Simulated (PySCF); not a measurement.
Compound: C7H8O3S2.
SMILES with atom numbers: `[CH3:1][S:2][c:3]1[cH:4][cH:5][c:6]([S:7](=[O:8])(=[O:9])[OH:10])[cH:11][cH:12]1` (hydrogens: H13, H14, H15 on C1; H16 on C4; H17 on C5; H18 on O10; H19 on C11; H20 on C12)

Method: PBE0-D3(BJ)/def2-SVP geometry optimisation, gas phase in PySCF; density fitting, grid level 1; the optimiser is geomeTRIC in internal coordinates, started from a GFN2-xTB structure.

Step 1: E = -35160.4894 eV
```
atom  x, y, z in Å  |  force x, y, z in eV/Å
C1     -4.0778    0.4417   -0.1275   -0.108   0.046  -0.053
S2     -3.3163   -0.6701    1.0583    0.029   0.007  -0.009
C3     -1.6088   -0.5426    0.6845    0.090  -0.032   0.018
C4     -0.7401   -1.3223    1.4709   -0.065  -0.038   0.055
C5      0.6272   -1.2918    1.2582    0.099  -0.025   0.044
C6      1.1441   -0.4648    0.2584   -0.017   0.027  -0.052
S7      2.8857   -0.3920   -0.0015    0.006  -0.316  -0.096
O8      3.1646    0.2307   -1.2913   -0.026  -0.077   0.245
O9      3.4575   -1.6692    0.3789   -0.088   0.237  -0.090
O10     3.3285    0.6858    1.1323    0.117   0.116  -0.097
C11     0.3031    0.3051   -0.5383    0.075   0.036  -0.025
C12    -1.0703    0.2640   -0.3281   -0.120   0.047  -0.036
H13    -3.9098    0.1117   -1.1643   -0.004   0.011   0.042
H14    -5.1572    0.4018    0.0827    0.060   0.006  -0.016
H15    -3.7332    1.4793    0.0020   -0.010  -0.041   0.006
H16    -1.1526   -1.9622    2.2566    0.021   0.018  -0.033
H17     1.3020   -1.9075    1.8580   -0.023   0.020  -0.032
H18     3.7801    1.4009    0.6545   -0.048  -0.001   0.080
H19     0.7300    0.9253   -1.3303   -0.014  -0.020   0.025
H20    -1.7181    0.8674   -0.9659    0.027  -0.021   0.025
```

Step 2: E = -35160.4924 eV
```
atom  x, y, z in Å  |  force x, y, z in eV/Å
C1     -4.0903    0.4348   -0.1313    0.006   0.014  -0.021
S2     -3.3119   -0.6720    1.0517   -0.013  -0.004   0.012
C3     -1.6029   -0.5352    0.6848    0.008  -0.010   0.002
C4     -0.7362   -1.3170    1.4723   -0.024  -0.008   0.016
C5      0.6321   -1.2860    1.2618   -0.058   0.012  -0.029
C6      1.1433   -0.4581    0.2602    0.066  -0.012   0.022
S7      2.8841   -0.4050    0.0018    0.090  -0.004  -0.106
O8      3.1689    0.2129   -1.2861   -0.024  -0.051   0.038
O9      3.4480   -1.6825    0.3832   -0.072   0.107  -0.003
O10     3.3447    0.6805    1.1238    0.040  -0.014   0.033
C11     0.3060    0.3185   -0.5340    0.019   0.000   0.001
C12    -1.0686    0.2786   -0.3245   -0.001  -0.013   0.018
H13    -3.9184    0.1106   -1.1681    0.005   0.000   0.002
H14    -5.1674    0.3814    0.0783    0.006  -0.008   0.009
H15    -3.7581    1.4745    0.0025    0.002   0.000   0.004
H16    -1.1497   -1.9607    2.2526   -0.006   0.003  -0.002
H17     1.3076   -1.9045    1.8557   -0.001   0.004  -0.006
H18     3.7890    1.3991    0.6470   -0.045  -0.014   0.000
H19     0.7346    0.9384   -1.3241    0.006  -0.002   0.003
H20    -1.7164    0.8828   -0.9595   -0.004   0.001   0.005
```

Q: Estimate the geometry and energy of step 3. (The exact step hangs on the optimiser's Hessian estimate; all steps are aligned on step 2, rigid shifts and turns removed.)

A: E = -35160.4934 eV, largest force 0.097 eV/Å
```
atom  x, y, z in Å  |  force x, y, z in eV/Å
C1     -4.0842    0.4356   -0.1412    0.031  -0.006   0.007
S2     -3.3161   -0.6721    1.0490   -0.014  -0.004   0.014
C3     -1.6040   -0.5375    0.6949   -0.020   0.008  -0.012
C4     -0.7408   -1.3227    1.4821    0.034   0.057  -0.072
C5      0.6272   -1.2876    1.2667    0.026  -0.048   0.018
C6      1.1451   -0.4596    0.2682   -0.037   0.015   0.010
S7      2.8828   -0.4057   -0.0052    0.035   0.033   0.005
O8      3.1542    0.2073   -1.2967   -0.004  -0.006  -0.029
O9      3.4486   -1.6803    0.3751   -0.008  -0.002   0.029
O10     3.3535    0.6829    1.1107    0.019  -0.062   0.033
C11     0.3085    0.3217   -0.5212   -0.053  -0.014   0.019
C12    -1.0662    0.2804   -0.3091    0.024   0.007  -0.010
H13    -3.9015    0.1123   -1.1759    0.006  -0.004  -0.012
H14    -5.1621    0.3802    0.0587   -0.021  -0.006   0.011
H15    -3.7539    1.4748   -0.0025    0.003   0.015   0.003
H16    -1.1541   -1.9700    2.2590    0.001  -0.004   0.008
H17     1.3022   -1.9098    1.8563    0.018  -0.013   0.017
H18     3.7763    1.4102    0.6292   -0.026   0.015  -0.025
H19     0.7367    0.9436   -1.3093   -0.002   0.009  -0.010
H20    -1.7138    0.8875   -0.9408   -0.010   0.011  -0.006
```

The energy changes by -0.0010 eV. The first-order estimate −F·Δx gives -0.0028 eV and the mean of the old and new forces, exact on a quadratic surface, -0.0010 eV. The step makes an angle of 79° with the force vector and moves no atom by more than 0.024 Å.

What follows is the cost of the whole optimisation. Cost: about 19 min of CPU time on one thread; the machine was shared, so the figure is rough.
